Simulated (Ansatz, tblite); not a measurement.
Adding an electron: the cluster B10⁺ (the lowest doublet isomer of a short search). Charge 1, multiplicity 2. Geometry: PBE0-D4/def2-SVP. Ansatz, gas phase; energy differences of separate SCF runs; the reduced species is a singlet (the triplet lies 0.59 eV higher at PBE0-D4/def2-TZVP).

```xyz
10

B     0.503   -1.944    0.899
B     0.124    1.407    0.532
B    -1.154    2.047   -0.135
B    -0.316   -0.156   -1.265
B    -1.360    0.402    0.116
B    -0.707   -1.061    0.338
B     1.291    0.271    0.719
B     0.870   -0.988   -0.550
B    -1.111    1.221   -1.446
B     1.858   -1.199    0.792
```

The xTB rows come from tblite. The structure comes from a short search, and lower isomers may exist.

```tsv
level	−HOMO (eV)	−LUMO (eV)	vertical EA (eV)	HOMO–LUMO gap (eV)
GFN2-xTB	–	–	9.42	–
PBE-D4/def2-TZVP	10.69	10.15	7.76	0.54
PBE0-D4/def2-TZVP	11.52	9.35	7.73	2.17
```

Q: Estimate the rows for GFN1-xTB, r2SCAN-D4/def2-TZVP.

A: 
```
              level  −HOMO (eV)  −LUMO (eV)  vertical EA (eV)  HOMO–LUMO gap (eV)
           GFN1-xTB           –           –             11.91                   –
r2SCAN-D4/def2-TZVP       10.91        9.91              7.67                1.00
```

  HOMO and LUMO are the levels of the spin that leaves or enters (xTB has no such levels and no spin-polarisation term). Other spin states of the ions may lie lower, which would lower the ionisation energy or raise the affinity. Raw xTB energy differences between charge states are shifted by several eV; the methods need an empirical correction for them.
